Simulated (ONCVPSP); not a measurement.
**Before and after: ONCV potential for Cl (Z = 17)**

Cl (Z = 17), optimised norm-conserving Vanderbilt (ONCV), made with ONCVPSP 4.0.1 (PBE, scalar-relativistic). Core [Ne], reference 3s2 3p3.5 (charge +1.5). Waves: 3s: rc 1.00 bohr, ncon 3, nbas 6, qcut 6.4 1/bohr, 2 projectors, debl 2.1 Ha; 3p: rc 1.40 bohr, ncon 4, nbas 8, qcut 6.9 1/bohr, 1 projector. Local part: polynomial inside 0.90 bohr (lpopt 5, dvloc0 4 Ha). Core correction: none.

Change: core [He], valence charge 15; reference 2s2 2p6 3s2 3p4.5; waves now 2s+3s: rc 0.70 bohr, ncon 4, nbas 7, qcut 21.1 1/bohr, 2 projectors; 2p+3p: rc 0.80 bohr, ncon 4, nbas 7, qcut 13.3 1/bohr, 2 projectors; local potential polynomial inside 0.50 bohr (lpopt 4, dvloc0 0 Ha).

Cutoffs: the cutoffs (Ha) at which the residual kinetic energy of the hardest occupied pseudo-wave falls to 1 and 0.1 mHa per electron; they do not see the model core or the augmentation charge, which bear on the density cutoff. Errors are all-electron minus pseudo energies relative to the spin-unpolarised reference configuration.

Question: What does the change do?

Answer: The potential gets harder (47 Ha and 139 Ha → 216 Ha and 284 Ha); the bound ghost in s disappears. The added semicore shells are compact, so their waves need more plane waves. Several settings change at once here, so the effects cannot be laid on one of them.

| quantity | base | changed |
| --- | --- | --- |
| cutoff, loose | 47 Ha | 216 Ha |
| cutoff, tight | 139 Ha | 284 Ha |
| loose cutoff by channel | s 47 Ha, p 14 Ha | s 131 Ha, p 216 Ha |
| bound ghosts | s | none |
| GHOST(+) flags under 300 eV | none | none |
| largest error over its own tests, meV | +13 | -563 |

 A true bound ghost makes a file unfit for plane-wave use even where its test errors are small: the radial tests pick states by their node count and pass the ghost by.
